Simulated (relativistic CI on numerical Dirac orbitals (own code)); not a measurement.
**Forbidden lines of Sr⁹⁺**

These numbers are calculated, not measured: Dirac-Coulomb-Breit CI, separate exchange-only KLI orbitals for each configuration, model QED (radiative potential, 1s self-energy scaled to tabulated hydrogen-like ionisation energies), unscaled Slater integrals (own radial code, finite nucleus).

Configuration list (outside the closed core [Ar]): 3d¹⁰4s, 3d¹⁰4p, 3d¹⁰4d, 3d¹⁰4f, 3d¹⁰5s, 3d¹⁰5p, 3d¹⁰5d, 3d⁹4s², 3d¹⁰6s, 3d⁹4p², 3d¹⁰5f, 3d¹⁰5g, 3d¹⁰6p, 3d⁸4s4p², 3d¹⁰6d, 3d⁹4s4p. Levels of other configurations are missing.

| λ vac (nm) | Lower | Upper | Type | A (s⁻¹) | E lower (cm⁻¹) | E upper (cm⁻¹) |
| --- | --- | --- | --- | --- | --- | --- |
| 10.663 | 3d¹⁰4p ²P°3/2 [3] | 3d⁹4s4p ²D°5/2 [40] | E2 | 1.04e+06 | 188756 | 1126583 |
| 10.715 | 3d¹⁰4p ²P°1/2 [2] | 3d⁹4s4p ²F°5/2 [31] | E2 | 1.13e+06 | 173807 | 1107088 |
| 10.732 | 3d¹⁰4p ²P°3/2 [3] | 3d⁹4s4p ²F°7/2 [38] | E2 | 1.39e+06 | 188756 | 1120583 |
| 10.847 | 3d¹⁰4p ²P°3/2 [3] | 3d⁹4s4p ⁴D°7/2 [33] | E2 | 3.70e+05 | 188756 | 1110630 |
| 10.905 | 3d¹⁰4p ²P°1/2 [2] | 3d⁹4s4p ⁴F°5/2 [25] | E2 | 6.69e+05 | 173807 | 1090798 |
| 62.859 | 3d⁹4s² ²D5/2 [13] | 3d⁹4s4p ⁴F°9/2 [29] | M2 | 9.98e-01 | 939554 | 1098640 |
| 1411.3 | 3d⁹4s4p ⁴F°7/2 [26] | 3d⁹4s4p ⁴F°9/2 [29] | M1 | 7.08e+00 | 1091554 | 1098640 |

Terms are leading LS components. Brackets give the number of a level in order of energy, since labels repeat. The list gives strong lines, with weight on those to low levels, among the lowest 74 of 285 levels, so that lines to higher ones, which can be the strongest, are missing. Levels whose partners in the same complex of configurations lie outside the list can be far off, and so can their lines. Rates are taken at the computed energies, electric ones in the length gauge.

At this charge energies of transitions that change n are usually good to better than 1 %, and those within a shell (Δn = 0) to a few per cent.

LS names give the leading component of a level, which can be under half, so a name can repeat, a term be missing and a line seem to break the LS rules.
